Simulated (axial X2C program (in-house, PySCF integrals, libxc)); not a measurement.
**How long does GeBr⁻ take?**

A bond scan computed with an in-house relativistic program for diatomic molecules. Basis: Br dyall-acv3z [9s10p7d5f1g], Ge dyall-acv3z [10s10p8d5f1g] (cores contracted in-house).

Input file and command:
```json
{"zs": [35, 32], "q": -1, "bas": ["dyall-acv3z", "dyall-acv3z"], "levels": ["PBE0", "HF", "PBEsol"], "cc": true, "r0": 2.35, "thr": -1.0, "nmax": 90, "npts": 10, "nst": 2, "ntry": 6}
```
```bash
python so2c.py task.json out
```

Keys: zs atomic numbers; q charge; bas basis sets; levels methods; cc coupled cluster on or off; r0 starting distance in Å; thr threshold in hartree for freezing inner shells (an s shell follows its p shell); nmax most natural virtual spinors; npts points on the curve; nst determinants followed; ntry starts of the search. HF also brings MP2.

Hardware: 1 thread of Arm Neoverse V1, with other jobs on the host.

Wall time of one point of each curve, integrals apart:

```
Hamiltonian                                level  points  seconds a point
  spin-free                                 PBE0       7              1.8
  spin-free                                   HF       7              1.2
  spin-free  CCSD(T) (12 electrons, 89 virtuals)       7              5.6
  spin-free                               PBEsol       7             0.93
         2c                                 PBE0       7              2.8
         2c                                   HF       7              2.3
         2c  CCSD(T) (12 electrons, 90 virtuals)       7              6.8
         2c                               PBEsol       7              1.1
```

The rest:

Search with its distance optimisation 74 s, atoms 25 s, whole task 260 s. Coupled cluster runs on the points near the minimum only. The program drops outer points, and coupled cluster, when its time limit (not in the input) nears; MP2, further determinants and curves that did not converge are not in the table.
